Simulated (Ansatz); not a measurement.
Start from `C[NH][AlH][O][SiH3]` and change one atom or group to get `[CH3][AlH][O][SiH3]`.

Ansatz, PBE0-D4/def2-TZVP geometries, multiplicity 1. Each molecule was computed in one conformer, which needn't be the lowest.

```tsv
property	`C[NH][AlH][O][SiH3]`
size of the dipole moment (PBE/def2-TZVPP) / D	1.64
LUMO energy (B3LYP/def2-TZVPP) / eV	-0.29
LUMO energy (PBE0/def2-TZVPP) / eV	-0.07
LUMO energy (PBE/def2-TZVPP) / eV	-0.86
HOMO–LUMO gap (PBE0/def2-TZVPP) / eV	6.81
HOMO–LUMO gap (ωB97M-V/def2-TZVPP) / eV	10.69
```

(1) What does the change do to each property? (Estimate.)

Results:

(1) Ansatz gave: 
```json
{"property": "size of the dipole moment (PBE/def2-TZVPP) / D", "`[CH3][AlH][O][SiH3]`": "1.15", "shift": "-0.49"}
{"property": "LUMO energy (B3LYP/def2-TZVPP) / eV", "`[CH3][AlH][O][SiH3]`": "-0.92", "shift": "-0.63"}
{"property": "LUMO energy (PBE0/def2-TZVPP) / eV", "`[CH3][AlH][O][SiH3]`": "-0.69", "shift": "-0.62"}
{"property": "LUMO energy (PBE/def2-TZVPP) / eV", "`[CH3][AlH][O][SiH3]`": "-1.48", "shift": "-0.62"}
{"property": "HOMO–LUMO gap (PBE0/def2-TZVPP) / eV", "`[CH3][AlH][O][SiH3]`": "7.24", "shift": "0.43"}
{"property": "HOMO–LUMO gap (ωB97M-V/def2-TZVPP) / eV", "`[CH3][AlH][O][SiH3]`": "11.02", "shift": "0.33"}
```

With PBE0 the HOMO falls by 1.05 eV and the LUMO falls by 0.62 eV, so the gap widens by about 0.43 eV. PBE moves the HOMO by -1.03 eV and ωB97M-V by -0.93 eV. Dipoles are sizes alone; their direction can turn.

B3LYP here is the variant with VWN-RPA as its local correlation; programs differ in this.
